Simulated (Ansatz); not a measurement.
A run for Ansatz (a first-principles code): R-SVWN5/def2-TZVPPD on boric acid (SMILES OB(O)O) with ghost functions. Files ending in .json are basis or fitting sets from the Basis Set Exchange.

Ansatz 0.2 input:
```yaml
crystal:
  periodic: [false, false, false]
  atoms:
    - {symbol: O, position_ang: [-0.02765131, -0.57078924, 1.55988282]}
    - {symbol: B, position_ang: [0.28391544, -0.24984030, 0.25821055]}
    - {symbol: O, position_ang: [0.70114689, -1.27120850, -0.55616410]}
    - {symbol: O, position_ang: [0.14055748, 1.06236815, -0.07629553]}
    - {symbol: H, position_ang: [0.08527875, -1.50524595, 1.76027292]}
    - {symbol: H, position_ang: [0.91708235, -1.04059172, -1.46275786]}
    - {symbol: H, position_ang: [0.35372927, 1.30290107, -0.98031794]}
basis:
  gaussian:
    orbitals: def2-TZVPPD.json
    ghost_atoms:
      - {symbol: F, position_ang: [-0.87828805, 0.86381573, 3.61539265]}
      - {symbol: H, position_ang: [-0.57472404, 0.41250480, 2.84640242]}
hamiltonian:
  xc: {name: SVWN5}
scf: {lower_state_search: off}
```

Output:

```
Functional definition: SVWN5
[...]
these checks for a lower state are left out or cut short: stability, starts, cluster_reference, orbital_swaps, neighbouring_geometries, increment
integrals: 0.17 GiB planned
1138 factors; their error is unknown
mean field: 1.31 GiB planned
mean field evaluation 1: about -6808.6351 eV, gradient 9.4e1 eV
mean field evaluation 2: about -6757.7745 eV, gradient 1.9e2 eV
mean field evaluation 4: about -6822.1056 eV, gradient 1.6e1 eV
mean field evaluation 8: about -6822.4903 eV, gradient 2.5e-1 eV
mean field evaluation 16: about -6822.4829 eV, gradient 3.2e-5 eV
mean field -6822.48289861 eV, -250.7216220788 hartree, gradient 7.9e-6 eV, S^2 0.000000; 0 other end points of the search recorded, 0 dependent functions left out
reference -6822.48295276 eV, -250.7216240689 hartree; 16, 16 occupied and 249, 249 virtual orbitals, 1138 factors
Total energy: -6822.48295276 eV, -250.7216240689 hartree
Checks for a lower state left out: stability, starts, cluster_reference, orbital_swaps, neighbouring_geometries, increment
```

The run converged.

Cost: about 1.6 core-seconds (a rough figure).
